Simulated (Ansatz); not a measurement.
Complex (SMILES): Cl (HCl) with C#N (CH-N), atoms 1 to 2 the first; geometry from B3LYP-D3(BJ)/def2-TZVP, monomers rigid:
```xyz
5

Cl     0.5827     0.3550    -0.5709
H     -0.2332    -0.1068     0.3213
C     -2.2420    -1.2590     2.4984
N     -1.5177    -0.8394     1.7187
H     -2.9178    -1.6506     3.2258
```

Basis-set convergence of the uncorrected interaction energy at PBE with Ansatz (a first-principles code). All functions are spherical. The program fits the integrals of some runs and decomposes those of others, by size. No added dispersion term, no relativity. Functions are those of the species that has most. Reference: the counterpoise-corrected one, the value in aug-pcseg-3, -4.72 kcal/mol. Deviations are taken from unrounded values.

| basis | functions | uncorrected interaction energy (kcal/mol) | minus reference (kcal/mol) |
|---|---|---|---|
| pcseg-0 | 35 | -7.58 | -2.86 |
| pcseg-1 | 56 | -5.99 | -1.27 |
| aug-pcseg-1 | 91 | -5.40 | -0.69 |
| pcseg-2 | 122 | -4.98 | -0.26 |
| aug-pcseg-2 | 188 | -4.87 | -0.16 |
| pcseg-3 | 250 | -4.74 | -0.03 |
| aug-pcseg-3 | 357 | -4.73 | -0.01 |
| pcseg-4 | 429 | -4.72 | -0.01 |

The smallest set listed that lies within 0.1 kcal/mol of the reference with all its larger relatives (same family, alike in diffuse functions; a set with none counts only in the reference's own line) is pcseg-3 (250 functions, -0.03 kcal/mol off).
